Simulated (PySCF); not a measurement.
Job file and geometry (Å, from GFN2-xTB) of an NMR shielding run on `[N+](#CCC)[B@H-](C)/C=C\F`, C6H11BFN, GIAO PBE0/pcSseg-1 NMR shielding, non-relativistic, gas phase (PySCF 2.14.0, density-fitted response routines); density fitting, a coarse starting grid and PySCF grid level 2 are the driver's defaults:

```
$ OMP_NUM_THREADS=1 python probes_run.py task.json out

{"job": {"kind": "nmr", "xc": "PBE0", "basis": "pcSseg-1"}, "charge": 0, "multiplicity": 1}
C      3.004521     0.519954     0.336251
C      2.342908    -0.852340     0.501587
C      0.915759    -0.724311     0.489494
N     -0.222130    -0.577622     0.488759
B     -1.687013    -0.410751     0.427205
C     -2.226047    -1.485705    -0.686915
C     -2.025986     1.098943    -0.010257
C     -1.232433     2.110514    -0.296455
F      0.132678     2.027078    -0.257553
H      2.708191     0.973290    -0.605271
H      2.702885     1.186011     1.139731
H      4.085562     0.410203     0.354044
H      2.640424    -1.518736    -0.313735
H      2.644703    -1.309605     1.449071
H     -2.088563    -0.646041     1.527080
H     -1.795181    -1.305981    -1.669835
H     -3.305500    -1.410427    -0.783640
H     -1.993816    -2.510735    -0.404678
H     -3.081291     1.325481    -0.085108
H     -1.524822     3.111458    -0.588013
```

Problem. Write the output of this run.

Solution. 
```
coarse grid: 16576 points
cycle   1  E = -413.9508481122  dE =  1.112e+00  |g| = 7.329e-01  |ddm| = 3.844e+00
cycle   2  E = -413.6516967727  dE =  2.992e-01  |g| = 1.344e+00  |ddm| = 1.660e+00
cycle   3  E = -414.0726472979  dE = -4.210e-01  |g| = 2.626e-01  |ddm| = 1.116e+00
cycle   4  E = -414.0854130241  dE = -1.277e-02  |g| = 8.712e-02  |ddm| = 2.041e-01
cycle   5  E = -414.0867183734  dE = -1.305e-03  |g| = 2.820e-02  |ddm| = 6.221e-02
cycle   6  E = -414.0869050803  dE = -1.867e-04  |g| = 7.638e-03  |ddm| = 2.699e-02
cycle   7  E = -414.0869165426  dE = -1.146e-05  |g| = 2.477e-03  |ddm| = 7.427e-03
cycle   8  E = -414.0869178608  dE = -1.318e-06  |g| = 3.677e-04  |ddm| = 2.076e-03
final grid: 160144 points
cycle   9  E = -414.1432804344  dE = -5.320e-05  |g| = 9.291e-03  |ddm| = 3.348e-02
cycle  10  E = -414.1432730052  dE =  7.429e-06  |g| = 1.130e-02  |ddm| = 1.600e-02
cycle  11  E = -414.1433009423  dE = -2.794e-05  |g| = 2.312e-03  |ddm| = 8.922e-03
cycle  12  E = -414.1433020092  dE = -1.067e-06  |g| = 5.992e-04  |ddm| = 1.830e-03
cycle  13  E = -414.1433020773  dE = -6.807e-08  |g| = 2.232e-04  |ddm| = 4.748e-04
cycle  14  E = -414.1433020859  dE = -8.619e-09  |g| = 5.407e-05  |ddm| = 1.730e-04
cycle  15  E = -414.1433020866  dE = -6.202e-10  |g| = 1.974e-05  |ddm| = 5.793e-05
converged SCF energy = -414.1433020866

GIAO shielding tensors (ppm)
atom      isotropic    diamagn.    paramagn.     s11        s22        s33       span
  0 C      175.735     246.985     -71.250    169.381    172.082    185.742     16.361
  1 C      173.870     250.536     -76.666    161.381    174.585    185.643     24.263
  2 C       64.255     274.751    -210.496    -31.988    -20.385    245.138    277.125
  3 N       33.355     331.914    -298.559   -117.520   -108.887    326.472    443.992
  4 B      129.889     185.843     -55.954    120.303    130.295    139.070     18.767
  5 C      177.647     249.312     -71.665    168.433    176.622    187.887     19.454
  6 C       58.906     261.879    -202.973    -70.097     89.166    157.649    227.747
  7 C       29.278     244.871    -215.593    -63.889     63.030     88.693    152.582
  8 F      310.653     482.478    -171.825    213.141    315.639    403.180    190.039
  9 H       30.043      30.954      -0.911     25.830     28.945     35.354      9.524
 10 H       30.200      30.122       0.078     26.412     28.573     35.615      9.203
 11 H       30.513      26.628       3.885     25.778     27.557     38.203     12.425
 12 H       29.053      29.538      -0.485     23.973     27.736     35.448     11.475
 13 H       29.064      28.192       0.872     23.872     27.580     35.740     11.868
 14 H       29.165      30.316      -1.151     26.643     28.836     32.014      5.371
 15 H       31.825      32.391      -0.566     28.671     30.495     36.309      7.638
 16 H       31.635      29.679       1.955     27.417     28.862     38.625     11.208
 17 H       31.687      30.824       0.864     27.908     29.256     37.898      9.990
 18 H       26.699      30.787      -4.088     24.703     26.306     29.089      4.385
 19 H       24.848      28.778      -3.930     21.455     25.444     27.643      6.188
```

Size and cost of the density-fitted run: 208 basis functions, 70 s wall time on 1 thread of an Arm Neoverse N1, shared host; peak memory 0.93 GiB.
